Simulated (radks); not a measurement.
Ce V, configuration [Xe]. Method: scalar-relativistic Kohn-Sham, PBE, spin-polarised, spherical densities, finite nucleus; Fermi nuclear charge, rms radius 4.8771 fm; computed with a radial shooting solver on a logarithmic mesh with Libxc functionals. Some entries of the table are withheld. Estimate them.

orbital  occ.  eigenvalue (eV)  <1/r> (bohr^-1)
1s          2        -40310.32              (1)
2s          2              (2)            14.60
2p          6        -5819.231            13.83
3s          2              (3)            5.299
3p          6        -1220.206            5.018
3d         10              (4)            4.759
4s          2              (5)            2.219
4p          6        -255.4036            2.050
4d         10        -154.2930              (6)
5s          2         -78.8711           0.9094
5p          6         -60.0652           0.7980

Answer. 
(1) 1s <1/r> (bohr^-1): 63.34
(2) 2s eigenvalue (eV): -6492.154
(3) 3s eigenvalue (eV): -1434.243
(4) 3d eigenvalue (eV): -916.0477
(5) 4s eigenvalue (eV): -325.5616
(6) 4d <1/r> (bohr^-1): 1.795
